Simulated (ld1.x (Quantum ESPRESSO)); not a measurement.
## Configuration tests for lanthanum (La) (TM)

```json
{
  "Element": "lanthanum (La)",
  "Generator": "ld1.x (Quantum ESPRESSO) 7.5",
  "Type": "norm-conserving Troullier–Martins (Kleinman–Bylander form)",
  "Functional": "PBE",
  "Relativity": "scalar-relativistic",
  "Frozen core": "[Kr] 4d10",
  "Valence charge": "11",
  "Reference configuration": "4f0 5s2 5p6 5d1 6s2 6p0",
  "Partial waves": "5s (bound): rc 2.75 bohr; 5d (bound): rc 3.55 bohr; 4f (bound, empty): rc 1.65 bohr; 5p (bound): rc 1.95 bohr",
  "Local potential": "the p channel",
  "Core correction": "none"
}
```

Occupied shells without a wave of their own: 6s. They enter only through the test configuration that unscreens the potential.

Energies are relative to the spin-unpolarised reference configuration 4f0 5s2 5p6 5d1 6s2 6p0; without spin polarisation the order of configurations can differ from experiment. Not all tests gave a result: 1 of 7 tests not solved or not reliable. Left out of the table: 4f0 5s2 5p6 5d1 6s0 6p2 (solver errors, printed error -24.7 eV).

```json
{"valence configuration": "4f0 5s2 5p6 5d1 6s1 6p0", "charge": "+1", "ΔE all-electron (eV)": "5.966", "error AE − PS (meV)": "-665"}
{"valence configuration": "4f0 5s2 5p6 5d1 6s0 6p0", "charge": "+2", "ΔE all-electron (eV)": "16.854", "error AE − PS (meV)": "-1803"}
{"valence configuration": "4f0 5s2 5p6 5d0 6s0 6p0", "charge": "+3", "ΔE all-electron (eV)": "35.804", "error AE − PS (meV)": "-2560"}
{"valence configuration": "4f0 5s2 5p5 5d1 6s2 6p0", "charge": "+1", "ΔE all-electron (eV)": "26.971", "error AE − PS (meV)": "+107"}
```

**Question.** What are ΔE and the potential's error for 4f0 5s2 5p6 5d2 6s0 6p0?

**Answer.** ΔE = 6.034 eV all-electron; the error (AE − PS) is -1181 meV.

**Question.** What are ΔE and the potential's error for 4f0 5s2 5p6 5d1 6s1.5 6p0?

**Answer.** ΔE = 2.399 eV all-electron; the error (AE − PS) is -286 meV.

Levels in the configuration 4f0 5s2 5p6 5d1 6s1 6p0:

| level | all-electron (eV) | pseudo (eV) |
| --- | --- | --- |
| 5s | -44.742 | -45.202 |
| 5p | -28.201 | -28.601 |
| 5d | -8.509 | -8.788 |
| 6s | -8.343 | -9.208 |

These tests converged, but a pseudo level misses the all-electron one widely, so the file describes the atom poorly there or has found another state: 4f0 5s2 5p6 5d0 6s0 6p0: empty 6p by 11.1 eV. The 6s level has no wave, so the channel is fitted at the deeper level alone: the likely source of the large errors.

The potential misses its own reference levels by up to 0.5 eV.
